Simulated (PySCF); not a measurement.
SMILES c1ccc2cccc-2cc1 (C₁₀H₈) (GFN2-xTB optimised geometry):

```
18

C      0.000     2.582     0.000
C      1.258     1.994     0.000
C      1.588     0.647     0.000
C      0.744    -0.447     0.000
C      1.137    -1.787     0.000
C      0.000    -2.590     0.000
C     -1.137    -1.787     0.000
C     -0.744    -0.447     0.000
C     -1.588     0.647     0.000
C     -1.258     1.994     0.000
H      0.000     3.666     0.000
H      2.094     2.683     0.000
H      2.648     0.415     0.000
H      2.154    -2.135     0.000
H      0.000    -3.666     0.000
H     -2.154    -2.135     0.000
H     -2.648     0.415     0.000
H     -2.094     2.683     0.000
```

Method: PBE0/def2-SVP in PySCF.

**Question.** What are the frontier orbital energies and the dipole moment?

**Answer.** HOMO-2 -8.70 eV, HOMO-1 -6.77 eV, HOMO -5.67 eV, LUMO -2.01 eV, LUMO+1 -1.09 eV; dipole moment 1.10 D.

On the same geometry PBE/def2-SVP (PySCF) gives HOMO-2 -7.49 eV, HOMO-1 -5.89 eV, HOMO -4.84 eV, LUMO -2.72 eV, LUMO+1 -1.81 eV; dipole moment 0.94 D.

Meta-Löwdin charges at PBE0/def2-SVP: C1 -0.07, C2 -0.13, C3 -0.06, C4 0.00, C5 -0.17, C6 -0.10, C7 -0.17, C8 0.00, C9 -0.06, C10 -0.13, H11 0.11, H12 0.11, H13 0.11, H14 0.11, H15 0.11, H16 0.11, H17 0.11, H18 0.11.
